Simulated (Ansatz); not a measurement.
Correlation energies of C₃H₈OZn, SMILES `C[CH](C)[Zn][OH]` by basis set

```xyz
13

C    -0.997   -1.111    0.496
C    -0.235   -0.122   -0.382
C    -0.852    1.271   -0.304
Zn    1.672   -0.109    0.011
O     3.391   -0.083    0.483
H    -0.617   -2.131    0.405
H    -0.950   -0.836    1.554
H    -2.060   -1.132    0.221
H    -0.307   -0.467   -1.421
H    -0.367    1.983   -0.976
H    -0.796    1.685    0.708
H    -1.916    1.239   -0.574
H     4.034   -0.187   -0.220
```

Total charge 0; spin multiplicity 1. For Zn the d shell is correlated and the shells below it are frozen. Scalar relativity is left out up to krypton. All single points use the PBE0-D4/def2-TZVP geometry. It is one conformer, not always the lowest. Frozen core, restricted reference, Ansatz.

```json
{"basis": "def2-SVP", "HF (Eh)": "?", "MP2 corr.": "?", "CCSD corr.": "-0.96168", "(T)": "?", "CCSD(T) total": "?"}
{"basis": "def2-TZVPP", "HF (Eh)": "-1971.00445", "MP2 corr.": "-1.29636", "CCSD corr.": "-1.28149", "(T)": "-0.04654", "CCSD(T) total": "-1972.33248"}
{"basis": "def2-QZVPP", "HF (Eh)": "-1971.05610", "MP2 corr.": "?", "CCSD corr.": "–", "(T)": "–", "CCSD(T) total": "–"}
```

Q: Fill in the withheld values. (An estimate is asked.)

A: The calculation gave: def2-SVP HF (Eh): -1970.53252; def2-SVP MP2 corr.: -0.93782; def2-SVP (T): -0.02675; def2-SVP CCSD(T) total: -1971.52095; def2-QZVPP MP2 corr.: -1.38567.
